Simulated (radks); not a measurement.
Fractional charge and spin in the 5s shell of indium: the spin-up occupation runs from 0 to 1 and the spin-down occupation from 0 to 1; the fullest corner is In+, [Kr] 4d10 5s(up 1, down 1). Calculated with a radial shooting solver on a logarithmic mesh with Libxc functionals: scalar-relativistic Kohn-Sham, r2SCAN, spin-polarised, spherical densities, finite nucleus; meta-GGA in the generalised Kohn-Sham scheme; Fermi nuclear charge, rms radius of each element as measured or else 0.836 A^(1/3) + 0.57 fm. Energy (eV) minus the two flat planes that join the four corners (they meet along the diagonal where the two added fractions sum to one electron); zero is where a piecewise linear energy would lie.

\begin{tabular}{lrrrrr}
down \ up & 0 & 0.25 & 0.5 & 0.75 & 1 \\ \hline
0 & 0.000 & -0.726 & -0.973 & -0.730 & 0.000 \\
0.25 & -0.726 & -0.829 & -0.458 & 0.392 & -0.666 \\
0.5 & -0.973 & -0.458 & 0.522 & -0.417 & -0.892 \\
0.75 & -0.730 & 0.392 & -0.417 & -0.774 & -0.672 \\
1 & 0.000 & -0.666 & -0.892 & -0.672 & 0.000 \\
\end{tabular}

Corners above the fullest one (they belong to In2+ and the next ion): (up 1, down 0) 18.702 eV, (up 0, down 1) 18.702 eV, (up 0, down 0) 46.939 eV. With half an added electron in each spin the energy lies 0.522 eV from the planes (fractional-spin error, the static-correlation error of a stretched bond), and with half an added electron in spin up alone -0.973 eV (fractional-charge error). For a frontier s shell over closed shells the exact functional lies on the planes.
